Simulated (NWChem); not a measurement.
System: AlH2S2F; SMILES [F][Al]([SH])[SH]

```xyz
6

Al    -0.3639    -0.0137     0.0000
F     -2.0252     0.0281     0.0000
S      0.7249     1.8659     0.0000
H     -0.4144     2.5949     0.0000
S      0.6201    -1.9459     0.0000
H      1.8529    -1.3891     0.0000
```
Atoms are numbered in this order, from 1.

All runs use the structure optimised with PBE0/def2-SVP. B3LYP is NWChem's, with the RPA form of VWN correlation.

Symmetry labels are those of Cs in the frame above (b1 and b2, or b-type labels, depend on it).

Question: List the 4 lowest vertical singlet excitations from B3LYP/def2-SVPD, TDA (NWChem).

Answer: 
```tsv
state	energy (eV)	oscillator strength	symmetry	leading excitation (squared amplitude)
S1	5.31	0.000	a"	HOMO → LUMO (0.98)
S2	5.91	0.115	a"	HOMO−1 → LUMO (0.98)
S3	6.11	0.000	a"	HOMO → LUMO+2 (0.93)
S4	6.16	0.028	a'	HOMO → LUMO+1 (0.77)
```
